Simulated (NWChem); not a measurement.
System: BSiH₄F; SMILES FB[SiH3]

Parts of the log:

```
             Northwest Computational Chemistry Package (NWChem) 7.3.0
             --------------------------------------------------------

                             Geometry "geometry" -> ""
                             -------------------------

 Output coordinates in angstroms (scale by  1.889725989 to convert to a.u.)

  No.       Tag          Charge          X              Y              Z
 ---- ---------------- ---------- -------------- -------------- --------------
    1 B                    5.0000    -0.55027300    -0.77895000    -0.00003500
    2 F                    9.0000     0.29826300    -1.80495000    -0.00006500
    3 H                    1.0000    -1.74184100    -1.06078000     0.00013600
    4 Si                  14.0000     0.11611600     1.15076300     0.00023900
    5 H                    1.0000    -0.43155900     1.85849300     1.21573400
    6 H                    1.0000    -0.43904900     1.86213600    -1.20965800
    7 H                    1.0000     1.61585200     1.28161600    -0.00403000

 Effective nuclear repulsion energy (a.u.)      87.8390111282

  xc_inp: hfexch multiplicative factor not found.
                              NWChem Property Module
                              ----------------------

  itol2e modified to match energy
  convergence criterion.

                                 NWChem DFT Module
                                 -----------------

 Summary of "ao basis" -> "ao basis" (spherical)
 ------------------------------------------------------------------------------
       Tag                 Description            Shells   Functions and Types
 ---------------- ------------------------------  ------  ---------------------
 B                          def2-svp                 6       14   3s2p1d
 F                          def2-svp                 6       14   3s2p1d
 H                          def2-svp                 3        5   2s1p
 Si                         def2-svp                 8       18   4s3p1d

  itol2e modified to match energy
  convergence criterion.

[...]

          -----------------------
          Electric field gradient
          -----------------------

 1 a.u. = 0.324123 10**(16) esu/cm**3  ( or statvolts/cm**2 ) = 0.97174 10**(22) v/m**2

 ------------------------------------------------------------
   Atom      X         Y         Z
 ------------------------------------------------------------
    1 B   -1.03987  -1.47200  -0.00007
 ------------------------------------------------------------

 Electric field gradient in molecular frame (a.u.)
         XX             YY             ZZ             XY             XZ             YZ
 ------------------------------------------------------------------------------------------
        0.245339       0.235099      -0.480438       0.125140      -0.000096      -0.000053

 Principal components (a.u.) and orientation
 of principal axis w.r.t. absolute frame                      Asymmetry parameter eta
 --------------------------------------------------------------------------------------
       -0.480438       0.365463       0.114974                       0.521377

        0.000123       0.721416      -0.692502
        0.000052       0.692502       0.721416
        1.000000      -0.000125       0.000047

 ------------------------------------------------------------
   Atom      X         Y         Z
 ------------------------------------------------------------
    2 F    0.56364  -3.41086  -0.00012
 ------------------------------------------------------------

 Electric field gradient in molecular frame (a.u.)
         XX             YY             ZZ             XY             XZ             YZ
 ------------------------------------------------------------------------------------------
        0.288757      -0.250754      -0.038003       1.296668      -0.000170      -0.000200

 Principal components (a.u.) and orientation
 of principal axis w.r.t. absolute frame                      Asymmetry parameter eta
 --------------------------------------------------------------------------------------
        1.343432      -1.305429      -0.038003                       0.943424

        0.775782      -0.631001       0.000169
        0.631001       0.775782       0.000089
       -0.000187       0.000037       1.000000

 ------------------------------------------------------------
   Atom      X         Y         Z
 ------------------------------------------------------------
    3 H   -3.29160  -2.00458   0.00026
 ------------------------------------------------------------

 Electric field gradient in molecular frame (a.u.)
         XX             YY             ZZ             XY             XZ             YZ
 ------------------------------------------------------------------------------------------
       -0.186052       0.092351       0.093701      -0.066597       0.000042       0.000006

 Principal components (a.u.) and orientation
 of principal axis w.r.t. absolute frame                      Asymmetry parameter eta
 --------------------------------------------------------------------------------------
       -0.201163       0.107461       0.093701                       0.068402

        0.975212      -0.221273       0.000088
        0.221273       0.975212       0.000261
       -0.000144      -0.000235       1.000000

 ------------------------------------------------------------
   Atom      X         Y         Z
 ------------------------------------------------------------
    4 Si   0.21943   2.17463   0.00045
 ------------------------------------------------------------

[...]
```

Level: Hartree-Fock/def2-SVP. Geometry: optimised at PBE-D3(BJ)/def2-SVP. NWChem prints the field gradient with the sign opposite to the second derivative of the potential.

### Question
Which NWChem input produces such a log?

### Answer
This is not unique; one that fits is the input that was run:
```
start job
memory heap 200 mb stack 900 mb global 1100 mb
geometry units angstroms noautosym nocenter noautoz
  B     -0.550273    -0.778950    -0.000035
  F      0.298263    -1.804950    -0.000065
  H     -1.741841    -1.060780     0.000136
  Si     0.116116     1.150763     0.000239
  H     -0.431559     1.858493     1.215734
  H     -0.439049     1.862136    -1.209658
  H      1.615852     1.281616    -0.004030
end
basis spherical
  * library def2-svp
end
dft
  xc hfexch
  iterations 150
end
property
  efieldgrad
end
task dft property
```
